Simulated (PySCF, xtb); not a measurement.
Al(Cl)2(OMe) (CH3AlCl2O), SMILES C[O][Al]([Cl])[Cl]. One conformer was computed; it need not be the lowest.

Harmonic wavenumbers (cm⁻¹) from GFN2-xTB run with xtb 6.7.1 at its own minimum, in rising order: 12, 83, 117, 147, 157, 259, 403, 630, 697, 1135, 1138, 1218, 1416, 1475, 1476, 2961, 2967, 2975.

What does PySCF 2.14.0 with PBE-D3(BJ)/def2-SVP give at its own minimum? (The exact figures need the calculation; the answer reports its results.)

79, 86, 94, 144, 219, 238, 407, 620, 755, 1138, 1144, 1201, 1422, 1424, 1430, 2924, 3005, 3014. Paired by order, the mean absolute difference is 27 cm⁻¹ and the zero-point energies are 27.5 and 27.7 kcal/mol.
